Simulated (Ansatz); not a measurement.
ClH₃S₂Si, SMILES `SS[SiH2]Cl`, 7 atoms. The species carries charge 0 and has multiplicity 1. All runs use 2 threads of an Intel Xeon 6975P-C on a shared host. Correlated methods freeze the cores.

Question: How many basis functions does each run have, and how long does it take in Ansatz? RKS ωB97X-V/def2-TZVPP energy; RHF-CCSD(T)/def2-SVP energy; RKS r2SCAN0-D4/def2-TZVPP energy; RKS B3LYP-D4/def2-TZVPP energy and forces; RHF-MP2/def2-QZVPP energy; RKS PBE0-D4/def2-SVP energy; RKS PBE0-D4/def2-TZVP frequencies; RKS B2PLYP (frozen core)/def2-TZVPP energy; RKS ωB97M-V/def2-QZVPP energy; RKS PBE0-D4/def2-TZVP relaxation (7 steps); RKS PBE0-D4/def2-QZVPP energy; RKS ωB97M-V/def2-SVP energy. (An estimate is asked.)

Answer: Computed: Other jobs shared the machine, so times are rough.

```csv
level,job,functions,wall time,peak host memory (GiB)
RKS PBE0-D4/def2-SVP,energy,87,0.8 s,0.17
RHF-CCSD(T)/def2-SVP,energy,87,1.4 s,0.23
RKS ωB97M-V/def2-SVP,energy,87,3 s,0.27
RKS B3LYP-D4/def2-TZVPP,energy and forces,210,3.5 s,0.62
RKS r2SCAN0-D4/def2-TZVPP,energy,210,3.7 s,0.59
RKS B2PLYP (frozen core)/def2-TZVPP,energy,210,3.8 s,0.47
RKS ωB97X-V/def2-TZVPP,energy,210,5.5 s,0.67
RKS PBE0-D4/def2-QZVPP,energy,370,7 s,1.2
RHF-MP2/def2-QZVPP,energy,370,12 s,1.6
RKS ωB97M-V/def2-QZVPP,energy,370,14 s,1.4
RKS PBE0-D4/def2-TZVP,relaxation (7 steps),166,18 s,0.45
RKS PBE0-D4/def2-TZVP,frequencies,166,69 s,0.46
```

B3LYP here is the variant with VWN-RPA as its local correlation; programs differ in this.
